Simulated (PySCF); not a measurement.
Compound: C5H4Cl2O2.
Structure used (GFN2-xTB), in Å, numbered top down from 1:
```xyz
13
C5H4Cl2O2 angstrom
C     -2.927    0.590   -0.095
O     -1.520    0.603    0.103
C     -0.859   -0.458   -0.357
O     -1.356   -1.401   -0.913
C      0.560   -0.333   -0.098
C      1.753   -0.350    0.058
C      3.167   -0.276    0.289
Cl     3.482   -0.163    2.049
Cl     3.835    1.162   -0.544
H     -3.373   -0.271    0.408
H     -3.160    0.534   -1.160
H     -3.302    1.517    0.331
H      3.697   -1.154   -0.087
```

Theory: TDDFT PBE0/def2-SVPD, vertical, gas phase, core orbitals frozen in the response in PySCF 2.14.0, density-fitted response routines.

Transition dipole moments from the ground state, in atomic units and in the frame of the coordinates above (overall signs are arbitrary), for the states with f of 0.002 or more among the lowest 8:

```csv
state,E (eV),μx,μy,μz
S2,5.497,0.873,0.177,0.210
S7,6.418,0.910,-0.149,0.046
S8,6.490,-0.412,0.277,0.088
```

Q: What oscillator strength does each state have?

A: f = (2/3) ΔE |μ|² with ΔE in hartree (27.2114 eV).

```tsv
state	|μ|² (au)	|μ| (D)	f
S2	0.838	2.33	0.113
S7	0.853	2.35	0.134
S8	0.255	1.28	0.040
```

Q: Label these states by symmetry in Cs.

A: From a totally symmetric ground state, an allowed state transforms like the component of the dipole operator along its μ. Polarised in the mirror plane, so A′: S2, S7 and S8.

Q: What angle do the transition dipoles of S2 and S7 make?

A: |cos θ| = |μa·μb| / (|μa| |μb|) = 0.92, so θ ≈ 23° (taken between 0 and 90°, since the signs are arbitrary).

Q: What peak molar absorption coefficient would the strongest computed level give as a lone Gaussian band 0.5 eV wide at half height?

A: ε(max) = 2.175×10⁸ f / FWHM, with the width in cm⁻¹. S7: 2.175×10⁸ × 0.1341 / 4033 ≈ 7200 L mol⁻¹ cm⁻¹.

One conformer stands for the species.
